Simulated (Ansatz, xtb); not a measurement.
CH6AlGa: which of two structures lies lower

Structure I: a singlet given by its coordinates. Structure II: a singlet given by its coordinates. Both are isolated molecules in the gas phase, relaxed with PBE-D3(BJ)/def2-SVP.

I (Å):

```yaml
atoms:
  - { symbol: C, position_ang: [-0.6536, 0.5672, -0.2731] }
  - { symbol: Al, position_ang: [1.1287, 1.6355, 0.0398] }
  - { symbol: Ga, position_ang: [1.0670, -1.0435, -0.7356] }
  - { symbol: H, position_ang: [-1.0823, 0.3448, -1.2742] }
  - { symbol: H, position_ang: [-1.1320, 1.5426, 0.0081] }
  - { symbol: H, position_ang: [-1.0859, -0.1550, 0.4529] }
  - { symbol: H, position_ang: [2.2543, 0.3727, -0.3229] }
  - { symbol: H, position_ang: [1.2622, 2.7427, -1.1143] }
  - { symbol: H, position_ang: [1.2562, 1.9557, 1.6072] }
```

Close contacts (Å): C1–Al2 2.10, C1–Ga3 2.40, Al2–Ga3 2.79, C1–H4 1.11, C1–H5 1.12, C1–H6 1.11, Al2–H7 1.73, Al2–H8 1.60, Al2–H9 1.60, Ga3–H7 1.89.

II (Å):

```
atom    x (Å)    y (Å)    z (Å)
   C  -1.2148   0.9845  -0.4603
  Al   0.7127   0.8600  -0.1105
  Ga   3.1970   0.7009   0.3402
   H  -1.4221   1.0060  -1.5502
   H  -1.6424   1.9067  -0.0154
   H  -1.7560   0.1171  -0.0290
   H   1.7609  -0.3816  -0.6070
   H   1.9082   1.9685  -0.5886
   H   1.4710   0.8005   1.4087
```

Close contacts (Å): C1–Al2 1.96, Al2–Ga3 2.53, C1–H4 1.11, C1–H5 1.11, C1–H6 1.11, Al2–H7 1.70, Al2–H8 1.70, Al2–H9 1.70, Ga3–H7 2.03, Ga3–H8 2.03, Ga3–H9 2.03.

Energies in hartree; the thermal terms are from PBE-D3(BJ)/def2-SVP harmonic frequencies (ideal gas, rigid rotor, one conformer each, 298.15 K, 1 atm) and include the zero-point energy:

```
                                I            II
E, CCSD(T)/def2-TZVP  −2207.061575  −2207.078728
   zero-point energy      0.054605      0.055184
        H(298 K) − E      0.061983      0.062396
        G(298 K) − E      0.024409      0.026019
```

Q: Work out ΔE, ΔE₀, ΔH and ΔG for I → II in kcal/mol (1 Eh = 627.51 kcal/mol) and the equilibrium ratio [II]/[I].

A: 1. ΔE = −2207.078728 − (−2207.061575) = −0.017153 Eh = −10.76 kcal/mol.
2. ΔE₀ = ΔE + ΔZPE = −0.017153 + (+0.000579) Eh = −10.40 kcal/mol.
3. ΔH = ΔE + (+0.000413) Eh = −10.50 kcal/mol.
4. ΔG = ΔE + (+0.001610) Eh = −9.75 kcal/mol, so ΔS = (ΔH − ΔG)/T = −10.5 J/(mol K).
5. kT = 0.9442 mEh, so K = [II]/[I] = exp(−ΔG/kT) = exp(+16.46) ≈ 1.4 × 10^7.

Structure II is favoured at this temperature. An error of 1 kcal/mol in ΔG would change K by a factor of 5.4. Mirror images and further conformers aren't counted.

Other levels gave ΔE = −13.0 (PBE-D3(BJ)/def2-SVP); −9.5 (HF/def2-TZVP); −10.6 (MP2/def2-TZVP) kcal/mol. The correlated steps freeze 15 core orbitals; the filled d shell of Ga is correlated, in a basis made for valence electrons. Programs: Ansatz 0.2.0.
